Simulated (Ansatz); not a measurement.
Reaction (atomization): `[SiH3][O][Sn][O][SiH3]` → 6 H• + 2 O• + 2 Si• + Sn•

Program: Ansatz. Geometries: PBE0-D4/def2-TZVP. ΔE: electronic, gas phase. CBS: MP2 limit from def2 TZ/QZ plus the TZ coupled-cluster correction, frozen cores. This one scheme is used for every species, atoms too. Functionals use def2-TZVPP. Open shells (•) are unrestricted, without spin–orbit coupling. Spin–orbit coupling would lower the free atoms: a little for O, Si; strongly for Sn. def2 core potentials past Kr. For Sn outer-core shells are correlated without core-valence functions, so the limit isn't a true one: a few kJ/mol of doubt a bond, and 10 to 20 or more in all where bonds break to atoms. Each species was taken in one conformer, which may not be the lowest.

```json
{"level": "PBE-D4", "ΔE (eV)": "37.82"}
{"level": "BLYP-D4", "ΔE (eV)": "37.93"}
{"level": "PBE0-D4", "ΔE (eV)": "37.14"}
{"level": "B2PLYP", "ΔE (eV)": "37.50"}
{"level": "revPBE", "ΔE (eV)": "36.15"}
{"level": "LC-ωPBE", "ΔE (eV)": "37.24"}
{"level": "CCSD/def2-SVP", "ΔE (eV)": "34.43"}
{"level": "MP2/def2-TZVPP", "ΔE (eV)": "37.50"}
```

**Question.** What does CCSD(T)/CBS give? (Best estimate.)

**Answer.** Ansatz gave: +38.34 eV. The listed levels differ from it by -0.52, -0.41, -1.20, -0.84, -2.19, -1.10, -3.91, -0.84 eV.

Largest T1 diagnostic among the species: 0.016.

From BLYP to BHLYP (50 % exact exchange), in def2-TZVPP and without D4, ΔE moves by −0.73 eV: exact exchange takes away binding that semilocal exchange gives to molecules. The D4 term adds +0.53 eV with B3LYP and +0.28 eV with PBE0; it sums over pairs of atoms, weighted by their polarisabilities, and B3LYP, whose exchange is more repulsive, gets the larger term.

B3LYP here is the variant with VWN-RPA as its local correlation; programs differ in this.

For atomizations the MP2-based limit and the directly extrapolated one differ by several kJ/mol either way, and by 10 to 25 for some Ge, Se and Sn compounds, so smaller differences from it don't rank the levels.
